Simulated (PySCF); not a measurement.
**29Si chemical shifts**

- GFN2-xTB geometry
- GIAO PBE0/pcSseg-1 shieldings
- program: PySCF 2.14.0 with density-fitted response routines
- averaged over atoms made equivalent by symmetry, fast rotation or ring inversion, a single conformation, gas phase, non-relativistic

Shieldings were converted by a linear fit to measured shifts: 29Si: δ = 279.94 − 0.822σ (rms 8.9 ppm, 72 shifts, 25.8 ppm with the 6 outliers that the fit left out vs TMS, solution or neat liquid). A few per cent of atoms miss by over 2 rms, more outside the fitted compound classes.

Question: Give the 29Si shifts of `C#C[C@@]1(F)CC=C1[SiH2]F`, `C[Si@H]1[Si@@H](Cl)[Si@H](P)[Si@H]1Cl`, `[H]/N=C\[SiH2]C#C[SiH3]`, `[H]/N=C\[SiH2]C#C[SiH3]`, `O[Si@H]1N[SiH2]N[SiH2][SiH2]N1`.

Answer: 
| compound | environment | δ (ppm) |
| --- | --- | --- |
| C#C[C@@]1(F)CC=C1[SiH2]F | silicon bonded to C, F, 2 H | -19.3 |
| [CH3:1][Si@H:2]1[Si@@H:3]([Cl:4])[Si@H:5]([PH2:6])[Si@H:7]1[Cl:8] | Si3/7: silicon bonded to Cl, 2 Si, H, in a 4-membered ring (×2) | -0.3 |
| [CH3:1][Si@H:2]1[Si@@H:3]([Cl:4])[Si@H:5]([PH2:6])[Si@H:7]1[Cl:8] | Si2: silicon bonded to C, 2 Si, H, in a 4-membered ring | -33.8 |
| [CH3:1][Si@H:2]1[Si@@H:3]([Cl:4])[Si@H:5]([PH2:6])[Si@H:7]1[Cl:8] | Si5: silicon bonded to P, 2 Si, H, in a 4-membered ring | -52.4 |
| [H]/[N:1]=[CH:2]\[SiH2:3][C:4]#[C:5][SiH3:6] | Si3: silicon bonded to 2 C, 2 H | -72.7 |
| [H]/[N:1]=[CH:2]\[SiH2:3][C:4]#[C:5][SiH3:6] | Si6: silicon bonded to C, 3 H | -88.5 |
| [H]/[N:1]=[CH:2]\[SiH2:3][C:4]#[C:5][SiH3:6] | Si3: silicon bonded to 2 C, 2 H | -72.7 |
| [H]/[N:1]=[CH:2]\[SiH2:3][C:4]#[C:5][SiH3:6] | Si6: silicon bonded to C, 3 H | -88.5 |
| [OH:1][Si@H:2]1[NH:3][SiH2:4][NH:5][SiH2:6][SiH2:7][NH:8]1 | Si2: silicon bonded to 2 N, O, H, in a 7-membered ring | -33.8 |
| [OH:1][Si@H:2]1[NH:3][SiH2:4][NH:5][SiH2:6][SiH2:7][NH:8]1 | Si4: silicon bonded to 2 N, 2 H, in a 7-membered ring | -40.8 |
| [OH:1][Si@H:2]1[NH:3][SiH2:4][NH:5][SiH2:6][SiH2:7][NH:8]1 | Si6: silicon bonded to N, Si, 2 H, in a 7-membered ring | -51.0 |
| [OH:1][Si@H:2]1[NH:3][SiH2:4][NH:5][SiH2:6][SiH2:7][NH:8]1 | Si7: silicon bonded to N, Si, 2 H, in a 7-membered ring | -55.5 |

Question: Match the shifts -25.8, -52.5, -87.8 ppm to `C#C[Si@]1(F)CC=C1CF`, `C=C(C)[C@@]1(C(C)=O)C[SiH2]1`, `C=CO/C=C/C(=C)[SiH2]C`.

Answer: -25.8: C#C[Si@]1(F)CC=C1CF (silicon bonded to 3 C, F, in a 4-membered ring); -52.5: C=CO/C=C/C(=C)[SiH2]C (silicon bonded to 2 C, 2 H); -87.8: C=C(C)[C@@]1(C(C)=O)C[SiH2]1 (silicon bonded to 2 C, 2 H, in a 3-membered ring).
